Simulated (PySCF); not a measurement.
**Stretching SrBr**

Set-up: PySCF, spin-free X2C with a Gaussian nucleus, basis sets Sr x2c-TZVPall, Br x2c-TZVPall. Energies in eV from Sr + Br in their ground configurations at the same level. State: ²Σ⁺ (doublet), unpaired electrons σ ↑.

All columns are PBE0. A positive dipole means Sr(−)Br(+).

```tsv
R (Å)	E (eV)	μ (D)	Mulliken charge on Sr (basis-dependent)	HOMO (eV)	LUMO (eV)	Mayer bond order	⟨S²⟩
2.348	-3.031	-3.17	0.52	-3.82	-1.85	0.92	0.75
2.457	-3.500	-3.55	0.55	-3.93	-1.94	0.86	0.75
2.566	-3.753	-4.00	0.56	-4.04	-2.03	0.83	0.75
2.648	-3.840	-4.37	0.57	-4.13	-2.10	0.81	0.75
2.730	-3.864	-4.76	0.58	-4.21	-2.17	0.80	0.75
2.812	-3.840	-5.17	0.58	-4.29	-2.25	0.78	0.75
2.921	-3.756	-5.74	0.59	-4.40	-2.35	0.77	0.75
3.058	-3.595	-6.48	0.59	-4.53	-2.47	0.75	0.75
3.221	-3.357	-7.39	0.60	-4.68	-2.62	0.73	0.75
3.440	-3.010	-8.63	0.62	-4.87	-2.82	0.69	0.75
```

A fit through these points gives, at Re = 2.726 Å, μ = -4.74 D and dμ/dR = -4.89 D/Å; the reduced mass is 41.58 u.

Question: How strong is the fundamental in the double-harmonic approximation, I = 42.26·(dμ/dR)²/μred km/mol?

Answer: I = 42.26·(-4.89)²/41.58 = 24.3 km/mol at PBE0.

Spin–orbit coupling is left out. The state is the lowest determinant that a PBE0 search found; another state may lie lower at other levels.
